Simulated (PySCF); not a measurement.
**Radial density of Cd(2+) (cadmium, charge +2)**

UHF, [Kr] 4d9 5p1, one real determinant (an excited configuration). All numbers are calculated (PySCF 2.14, a scalar-relativistic core potential, in aug-cc-pVTZ-PP with one added diffuse shell each of s, p, d, f, g type with ECP28MDF (7s7p6d4f3g, 113 functions)). This is the valence pseudo-density: the core potential removes the inner electrons and smooths the orbitals near the nucleus.

| r (bohr) | 4πr²ρ (e/bohr) | 4πr²(ρα − ρβ) |
| --- | --- | --- |
| 0.0168 | 1.766e-05 | 0.0000 |
| 0.0282 | 4.518e-05 | 0.0000 |
| 0.0475 | 0.0001105 | 0.0000 |
| 0.0799 | 0.0004285 | 0.0000 |
| 0.134 | 0.004159 | 0.0003 |
| 0.226 | 0.06170 | 0.0049 |
| 0.380 | 1.311 | 0.0792 |
| 0.639 | 13.76 | 0.6554 |
| 1.08 | 16.44 | 0.9445 |
| 1.81 | 3.228 | 0.5048 |
| 3.04 | 0.4964 | 0.3980 |
| 5.12 | 0.05133 | 0.0511 |
| 8.61 | 5.959e-05 | 0.0001 |

⟨L²⟩ = 8.03 against 12 for a pure F term, so this real determinant mixes terms. Energies and moments cover only the electrons outside the core potential.
